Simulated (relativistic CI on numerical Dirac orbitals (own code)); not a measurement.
# Transition arrays of Yb XXXIV

Method of calculation: Dirac-Coulomb-Breit CI, KLI orbitals optimised for each configuration, model QED (radiative potential, 1s self-energy scaled to tabulated hydrogen-like ionisation energies), valence Slater integrals scaled by 0.9, whole transition arrays (own radial code, finite nucleus).

Configuration list (outside the closed core [Ar] 3d10 4s2): 4p⁶4d, 4p⁶4f, 4p⁵4d², 4p⁶5p, 4p⁶5f. Levels of other configurations are missing.

All E1 lines from the levels of 4p⁶4d; mean and standard deviation are weighted by gf, and upper levels are sorted by their leading configuration.

```csv
Upper configuration,Lines,Σgf,Mean (eV),Mean (nm),σ (eV),Strongest line (nm)
4p⁶4f,3,4.9,185.66,6.678,6.36,6.876
4p⁵4d²,60,37.5,214.64,5.776,23.21,5.421
4p⁶5p,3,1.0,462.54,2.680,7.99,2.652
4p⁶5f,3,3.6,619.84,2.000,6.13,2.016
```

Σgf per state of the lower configuration in bins of 0.2 nm over the central range (centre: value): 1.9: 0.14, 2.1: 0.22, 2.7: 0.09, 5.3: 0.51, 5.5: 1.90, 5.7: 0.48, 6.5: 0.26, 6.9: 0.38, 7.1: 0.42, 7.3: 0.13.

Task: How do configuration mixing and the scaling of the Slater integrals move the arrays?

Result: Slater scale 0.9, no configuration mixing: 4p⁶4f 182.5 ± 5.4 eV (Σgf 4.5), 4p⁵4d² 208.5 ± 26.2 eV (Σgf 36.6), 4p⁶5p 462.7 ± 8.0 eV (Σgf 1.0), 4p⁶5f 619.8 ± 6.1 eV (Σgf 3.5); Slater scale 1: 4p⁶4f 185.7 ± 6.2 eV (Σgf 4.4), 4p⁵4d² 218.2 ± 22.7 eV (Σgf 38.7), 4p⁶5p 462.5 ± 8.0 eV (Σgf 1.0), 4p⁶5f 619.8 ± 6.1 eV (Σgf 3.6); Slater scale 0.8: 4p⁶4f 185.5 ± 6.4 eV (Σgf 5.3), 4p⁵4d² 211.0 ± 23.8 eV (Σgf 36.4), 4p⁶5p 462.6 ± 8.0 eV (Σgf 1.0), 4p⁶5f 619.8 ± 6.1 eV (Σgf 3.6). With mixing, levels are counted to their leading configuration, so an array can shrink or vanish into another, and the sums then hold other lines.
